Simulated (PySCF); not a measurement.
MgHF, SMILES [F][MgH].

Coordinates come from a r2SCAN-D4/def2-TZVPD optimisation.

Level of theory: PySCF with r2SCAN-D4/def2-TZVPD.

Frequencies are harmonic and unscaled.

Modes within 1.5 cm⁻¹ of each other (mostly degenerate sets) share a row, with their intensities summed.

| mode | ν (cm⁻¹) | IR (km/mol) | moving atoms (share of kinetic energy) |
|---|---|---|---|
| 1–2 | 319 | 651.7 | H 83 %, Mg 13 % |
| 3 | 716 | 63.0 | F 57 %, Mg 41 % |
| 4 | 1669 | 134.6 | H 95 % |
